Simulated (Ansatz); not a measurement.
Reactions of CH3FOZn (`FC[O][ZnH]`).

Program: Ansatz. Geometries: PBE0-D4/def2-TZVP. ΔE: electronic, gas phase. CCSD(T)/CBS adds triple-zeta CCSD(T) − MP2 to the extrapolated MP2 energy (def2 sets, frozen cores). This one scheme is used for every species. For Ge, Zn outer-core shells are correlated without core-valence functions, which leaves a few kJ/mol of doubt a bond. Scalar relativity is left out up to krypton. One conformer a species, not always the lowest.

(1) Order these by ΔE at CCSD(T)/CBS, lowest first. (An estimate is asked.)
A. `FC[O][ZnH]` + `C[SiH2]N` → `C[SiH2][NH][ZnH]` + `OCF`
B. `FC[O][ZnH]` + `[OH][GeH3]` → `[ZnH][O][GeH3]` + `OCF`
C. `FC[O][ZnH]` + `[BH2][Zn][SiH3]` → `[BH2][Zn][SiH2][ZnH]` + `OCF`
D. `FC[O][ZnH]` + H₂ → `[ZnH2]` + `OCF`

Largest T1 diagnostic: 0.016, for `[ZnH2]`.

Answers

(1) B (+0.4 kJ/mol), A (+24.0 kJ/mol), C (+32.1 kJ/mol), D (+52.8 kJ/mol).
